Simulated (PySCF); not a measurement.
All values below come from ωB97X-D3(BJ)/def2-TZVP // PBE0-D3(BJ)/def2-TZVP (PySCF 2.14.0). Isolated molecules, 0 K electronic values unless said otherwise. 

Reference species (SMILES): `[I][Al]([I])[I]` (neutral, multiplicity 1).

- HOMO–LUMO gap: 9.95 eV
- HOMO: -9.99 eV
- LUMO: -0.03 eV
- dipole moment: 0.00 D

Changed species: `[I][AlH][I]` (whole molecule; the reference has whole molecule).

### Question
Give the shifts of the HOMO–LUMO gap, HOMO, LUMO and dipole moment.

### Answer
the HOMO–LUMO gap rises by 0.05 eV, to 10.00 eV; the HOMO falls by 0.07 eV, to -10.06 eV; the LUMO drops by 0.03 eV, to -0.06 eV; the dipole moment increases by 0.64 D, to 0.64 D.
